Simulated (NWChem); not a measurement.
System meant: SiH3OF; SMILES O[SiH2]F

The following NWChem deck was run.

```
start job
memory heap 200 mb stack 900 mb global 1100 mb
geometry units angstroms noautosym nocenter noautoz
  Si    -0.432841     0.047946    -0.034547
  O      0.592356    -1.234000    -0.206701
  F      0.369405     1.445813    -0.079452
  H     -1.352001    -0.016867    -1.187639
  H     -1.137597     0.011102     1.272384
  H      1.190698    -1.427677     0.528194
end
basis spherical
  Si library def2-svp
  O library def2-svp
  F library def2-svp
  H library def2-svp
end
dft
  xc xtpss03 ctpss03
  iterations 150
end
property
  shielding
end
task dft property
```

End of the output:

```
 Vector   20  Occ=0.000000D+00  E= 6.906158D-02
              MO Center= -7.0D-01, -1.4D-01,  2.0D-02, r^2= 4.6D+00
   Bfn.  Coefficient  Atom+Function         Bfn.  Coefficient  Atom+Function
  ----- ------------  ---------------      ----- ------------  ---------------
    48      1.282118  4 H  s                  4     -1.148919  1 Si s
    11      1.059635  1 Si px                53      0.951099  5 H  s
    58     -0.693481  6 H  s                  3     -0.475633  1 Si s
    12     -0.257832  1 Si py                21      0.237296  2 O  s
     2     -0.212848  1 Si s                  8      0.205954  1 Si px

 center of mass
 --------------
 x =   0.08802834 y =   0.21840263 z =  -0.14788252

 moments of inertia (a.u.)
 ------------------
         246.669321824157          14.940501672909           3.798897976475
          14.940501672909          77.297203976802          -6.150698299792
           3.798897976475          -6.150698299792         297.062941767896

     Multipole analysis of the density
     ---------------------------------

     L   x y z        total         alpha         beta         nuclear
     -   - - -        -----         -----         ----         -------
     0   0 0 0     -0.000000    -17.000000    -17.000000     34.000000

     1   1 0 0      0.057921     -0.636997     -0.636997      1.331915
     1   0 1 0     -0.366965     -2.430479     -2.430479      4.493993
     1   0 0 1      0.496208      2.364025      2.364025     -4.231843

     2   2 0 0    -16.842029    -28.415295    -28.415295     39.988562
     2   1 1 0     -1.436820      4.676081      4.676081    -10.788981
     2   1 0 1      1.399596      1.141144      1.141144     -0.882692
     2   0 2 0    -19.725037    -68.903421    -68.903421    118.081805
     2   0 1 1     -1.536114     -1.238680     -1.238680      0.941246
     2   0 0 2    -18.028958    -15.663374    -15.663374     13.297791

          -----------------------------------------
          Chemical Shielding Tensors (GIAO, in ppm)
          -----------------------------------------

 ------------------------------------------------------------------------
  xtpss03: d2 not coded                    0
 ------------------------------------------------------------------------
 ------------------------------------------------------------------------
  current input line :
    24: task dft property
 ------------------------------------------------------------------------
 ------------------------------------------------------------------------
 This error has not yet been assigned to a category
 ------------------------------------------------------------------------
 For more information see the NWChem manual at https://nwchemgit.github.io

0: xtpss03: d2 not coded:Received an Error in Communication
```

**Question.** Can this run be used? If not, why, and what is the fix?

**Answer.** The run crashed. Cause: this functional's second derivatives, which shieldings need, aren't coded here; the fix takes a hybrid GGA instead. This input runs:
```
start job
memory heap 200 mb stack 900 mb global 1100 mb
geometry units angstroms noautosym nocenter noautoz
  Si    -0.432841     0.047946    -0.034547
  O      0.592356    -1.234000    -0.206701
  F      0.369405     1.445813    -0.079452
  H     -1.352001    -0.016867    -1.187639
  H     -1.137597     0.011102     1.272384
  H      1.190698    -1.427677     0.528194
end
basis spherical
  Si library def2-svp
  O library def2-svp
  F library def2-svp
  H library def2-svp
end
dft
  xc pbe0
  iterations 150
end
property
  shielding
end
task dft property
```
It converges to -465.92602 Ha (PBE0/def2-SVP, GIAO).
